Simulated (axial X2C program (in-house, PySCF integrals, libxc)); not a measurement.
Curves of PmSe from open-shell CI on f4 s1

Computed with an in-house all-electron X2C program for linear molecules (integrals from PySCF): two-component X2C with atomic mean-field Coulomb and Gaunt terms, basis Pm dyall-v3z, Se dyall-v3z (cores contracted in-house). Orbitals come from Hartree–Fock averaged over the configuration Pm f4 s1; CI then distributes these electrons over the f, s shells of Pm.

Scan along the bond; masses Pm 144.913 u, Se 79.917 u. Energies in cm⁻¹ from the lowest point; levels are followed by energy order within each Ω. Lowest level at 2.481 Å: 100% f4 s1.

| R (Å) | (1)Ω=1/2 | (1)Ω=3/2 | (1)Ω=5/2 | (1)Ω=7/2 | (2)Ω=1/2 | (2)Ω=3/2 | (2)Ω=5/2 |
| --- | --- | --- | --- | --- | --- | --- | --- |
| 2.307 | 3036 | 3056 | 3143 | 3324 | 3779 | 3798 | 3847 |
| 2.394 | 733 | 769 | 873 | 1067 | 1485 | 1510 | 1571 |
| 2.481 | 0 | 47 | 163 | 366 | 759 | 789 | 857 |
| 2.580 | 587 | 643 | 767 | 977 | 1354 | 1387 | 1461 |
| 2.679 | 2267 | 2329 | 2459 | 2670 | 3043 | 3078 | 3154 |
| 2.791 | 5064 | 5131 | 5264 | 5475 | 5853 | 5889 | 5966 |
| 2.928 | 9275 | 9345 | 9480 | 9686 | 10088 | 10123 | 10197 |

Task: Fit the curves (1)Ω=1/2, (1)Ω=3/2, (1)Ω=5/2, (1)Ω=7/2, (2)Ω=1/2, (2)Ω=3/2, (2)Ω=5/2 near their minima.

Result: From the open-shell CI curves, Te from the lowest:

| level | Te (cm⁻¹) | Re (Å) | ωe (cm⁻¹) |
| --- | --- | --- | --- |
| (1)Ω=1/2 | 0 | 2.487 | 315.6 |
| (1)Ω=3/2 | 47 | 2.487 | 315.5 |
| (1)Ω=5/2 | 164 | 2.486 | 315.4 |
| (1)Ω=7/2 | 368 | 2.485 | 315.2 |
| (2)Ω=1/2 | 759 | 2.487 | 315.8 |
| (2)Ω=3/2 | 790 | 2.487 | 315.8 |
| (2)Ω=5/2 | 858 | 2.486 | 315.6 |

Without dynamic correlation distances can be off by several hundredths of an Å (long for ionic bonds, short for multiple bonds) and the wavenumbers are rough.

The 7 lowest curves are shown; the next is (2)Ω=7/2, from 966 cm⁻¹.

Dynamic correlation is missing, so gaps between terms are too wide and other configurations may lie lower; the lowest level listed is that of this model, not necessarily the ground state. At most 4 roots were kept for each Ω > 0 (twice that for Ω = 0) within 2.2 eV of the lowest, so higher up levels can be missing between those listed; levels with Ω > 0 are doubly degenerate and listed once, Ω = 0 levels singly.
